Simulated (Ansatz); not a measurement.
This geometry of C₂H₁₀AlFSi₂ (16 atoms, charge 0, multiplicity 1) is a first-order saddle point.

All numbers below come from RKS B3LYP-D4/STO-3G (Ansatz).

```xyz
16
Properties=species:S:1:pos:R:3
C 1.524 1.129 1.880
Al 1.096 1.486 0.046
Si -0.297 0.023 -1.089
C 0.480 -1.718 -1.184
F -0.561 0.471 -2.674
Si -2.325 -0.227 -0.075
H 1.201 0.137 2.223
H 1.047 1.865 2.544
H 2.604 1.202 2.069
H 1.661 2.723 -0.596
H 1.459 -1.771 -0.690
H 0.630 -2.009 -2.232
H -0.155 -2.485 -0.722
H -3.228 -1.087 -0.806
H -3.001 1.039 0.110
H -2.160 -0.801 1.242
```

Task: Which two structures does it join? (They come from a converged band through this point; their orientation in space is the band's.)

Result: No bond is made or broken. The dihedral Si6–Si3–C4–H12 goes from 58 to 178°. The two ends are copies of one structure, up to a mirror image or an exchange of like atoms.

First end point:

```xyz
16
Properties=species:S:1:pos:R:3
C 1.216 0.973 2.160
Al 1.083 1.463 0.311
Si -0.120 0.107 -1.130
C 0.649 -1.631 -1.195
F -0.121 0.665 -2.701
Si -2.282 -0.195 -0.466
H 0.851 -0.039 2.376
H 0.634 1.662 2.790
H 2.252 1.029 2.523
H 1.742 2.737 -0.143
H 1.691 -1.608 -1.542
H 0.097 -2.299 -1.869
H 0.646 -2.096 -0.200
H -3.056 -1.003 -1.382
H -2.982 1.061 -0.312
H -2.325 -0.850 0.823
```

Last end point:

```xyz
16
Properties=species:S:1:pos:R:3
C 1.547 1.114 1.857
Al 1.107 1.477 0.028
Si -0.313 0.035 -1.099
C 0.455 -1.703 -1.192
F -0.594 0.496 -2.676
Si -2.321 -0.230 -0.049
H 1.217 0.127 2.204
H 1.086 1.856 2.526
H 2.630 1.174 2.035
H 1.675 2.712 -0.616
H 0.628 -2.107 -0.186
H 1.421 -1.698 -1.714
H -0.197 -2.410 -1.721
H -3.238 -1.081 -0.774
H -2.991 1.034 0.162
H -2.134 -0.819 1.259
```

Task: How far does it lie above each of them?

Result: 4.5 kJ/mol above the first and 4.5 kJ/mol above the second. This is the barrier of this one path; another mechanism may lie lower. Limits of this set-up: minimal basis.

The run took 5.3 min on 1 thread of Arm Neoverse N1 (shared host), peak memory 0.14 GiB.
